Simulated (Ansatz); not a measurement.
Species: C₆H₁₁ (charge -1, singlet). It need not be the lowest isomer of its formula. Whether it binds its extra electron was not tested at this geometry. 
Structure (B3LYP-D3(BJ)/def2-TZVP (Ansatz, a first-principles code) minimum search):
```xyz
17

C      2.3451    -0.4217    -0.4869
C      1.6439    -0.3153     0.8550
C      0.3202    -0.0718     0.8678
C     -0.6802     0.1316    -0.2694
C     -1.3260     1.5211    -0.1974
C     -1.7686    -0.9492    -0.2498
H      1.7492    -0.2880    -1.4227
H      3.1639     0.3090    -0.5392
H      2.8350    -1.4013    -0.5743
H     -0.1968     0.0060     1.8403
H     -0.1569     0.0581    -1.2277
H     -2.0838     1.6754    -0.9783
H     -1.8151     1.6593     0.7739
H     -0.5664     2.2997    -0.2927
H     -2.5267    -0.7991    -1.0312
H     -1.3254    -1.9384    -0.3822
H     -2.2827    -0.9486     0.7183
```
Charge -1, spin multiplicity 1.

Basis-set convergence of Hartree-Fock and CCSD(T) correlation energies (hartree) with Ansatz. Cores are frozen in the correlated levels unless marked. Spin-orbit coupling is left out. Non-relativistic. This anion needs diffuse functions, which these sets lack.

```
basis    functions       E(HF)  E(corr, CCSD(T))
-------  ---------  ----------  ----------------
cc-pVDZ        139  -233.50754          -0.96502
cc-pVTZ        334  -233.57629          -1.15549
cc-pVQZ        660           …                 …
```

Q: Some entries are withheld; supply them.

A: 
- cc-pVQZ, E(HF): -233.59405
- cc-pVQZ, E(corr, CCSD(T)): -1.21200
